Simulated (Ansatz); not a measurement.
System: thiophen-3-amine, C4H5NS (charge 0, singlet). 
Coordinates optimised at B3LYP-D3(BJ)/def2-TZVP (Ansatz, a program for electronic structure):
```xyz
11

N     -2.0348    -1.2204     0.3367
C     -0.8331    -0.5416     0.1140
C      0.4311    -1.2084     0.0961
C      1.4777    -0.3509    -0.0665
S      0.9559     1.2775    -0.1913
C     -0.6975     0.8142    -0.0368
H     -2.8589    -0.7074     0.0634
H     -2.0530    -2.1567    -0.0386
H      0.5428    -2.2778     0.2097
H      2.5265    -0.5926    -0.1138
H     -1.4770     1.5578    -0.0571
```

Quantity: vertical ionisation energy (to the doublet state of charge +1; each state is the SCF solution reached for its spin; for the doublet T1 is 0.045; for the singlet the Hartree-Fock reference is unstable and T1 is 0.013), in eV. Cores are frozen in the correlated levels unless marked. Open shells are spin-unrestricted. No spin-orbit coupling. No relativistic terms. CBS(X,Y): correlation extrapolated as X^-3; Hartree-Fock from the larger set. The bracket is a focal-point correction in the basis named.

```json
[
 {"level": "HF/aug-cc-pV(T+d)Z", "program": "Ansatz", "vertical ionisation energy (eV)": "6.86"},
 {"level": "PBE/def2-TZVPD", "program": "Ansatz", "vertical ionisation energy (eV)": "7.69"},
 {"level": "r2SCAN/def2-TZVPD", "program": "Ansatz", "vertical ionisation energy (eV)": "7.72"},
 {"level": "PBE0/def2-TZVPD", "program": "Ansatz", "vertical ionisation energy (eV)": "7.81"}
]
```

What does RI-MP2/CBS(aug-cc-pV(T+d)Z,aug-cc-pV(Q+d)Z)+[CCSD(T)-MP2]/aug-cc-pV(T+d)Z (Ansatz) give?

8.06 eV
